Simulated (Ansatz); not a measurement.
The cluster Si₄S₄⁻, relaxed as a doublet with UKS PBE-D4/def2-SVPD in Ansatz, starting from the PBE-D4/def2-SVP geometry of the neutral singlet. Force threshold 0.02 eV/Å.

The relaxation made no stability test and no search for a lower SCF solution. The structure comes from a short search, and lower isomers may exist.

Start:

Cartesian coordinates in Å:
```
Si 1.161 1.152 1.175
Si -1.934 0.266 0.499
Si 0.274 0.517 -1.928
Si 0.499 -1.934 0.254
S -1.202 -1.193 -1.217
S 2.003 -0.275 -0.517
S -0.517 2.004 -0.262
S -0.284 -0.535 1.997
```

```json
{"step": "1", "energy (eV)": "-74801.8583", "largest force component (eV/Å)": "0.516", "SCF passes": "93"}
{"step": "2", "energy (eV)": "-74801.8594", "largest force component (eV/Å)": "0.474", "SCF passes": "38"}
{"step": "3", "energy (eV)": "-74801.9354", "largest force component (eV/Å)": "0.305", "SCF passes": "39"}
{"step": "4", "energy (eV)": "-74801.9846", "largest force component (eV/Å)": "0.521", "SCF passes": "41"}
{"step": "5 (rejected)", "energy (eV)": "-74801.7797", "largest force component (eV/Å)": "1.746", "SCF passes": "32"}
{"step": "6", "energy (eV)": "-74802.0869", "largest force component (eV/Å)": "0.507", "SCF passes": "34"}
{"step": "7", "energy (eV)": "-74802.1828", "largest force component (eV/Å)": "0.423", "SCF passes": "28"}
{"step": "8", "energy (eV)": "-74802.2268", "largest force component (eV/Å)": "0.302", "SCF passes": "22"}
{"step": "9", "energy (eV)": "-74802.2717", "largest force component (eV/Å)": "0.059", "SCF passes": "23"}
{"step": "10 (rejected)", "energy (eV)": "-74802.2698", "largest force component (eV/Å)": "0.108", "SCF passes": "23"}
{"step": "11", "energy (eV)": "-74802.2755", "largest force component (eV/Å)": "0.026", "SCF passes": "22"}
{"step": "12", "energy (eV)": "-74802.2759", "largest force component (eV/Å)": "0.013", "SCF passes": "23"}
```

Force components are those of the run's own axes.

End:

```
atom   x (Å)   y (Å)   z (Å)
 Si1   1.000   1.244   1.297
 Si2  -1.905   0.415   0.664
 Si3   0.349   0.315  -2.004
 Si4   0.558  -1.978   0.036
  S5  -1.225  -1.162  -1.183
  S6   1.990  -0.238  -0.476
  S7  -0.502   1.978  -0.294
  S8  -0.266  -0.573   1.960
```

By distances, no bond broke or formed. The bond that changes most is Si3–S7, from 2.37 to 2.53 Å (atoms count from 1).

No frequencies were taken in this run, so the end may be a saddle point.

Hardware: 4 threads of Intel Xeon 6975P-C on a shared host. Wall time 41 s, peak host memory 0.82 GiB.
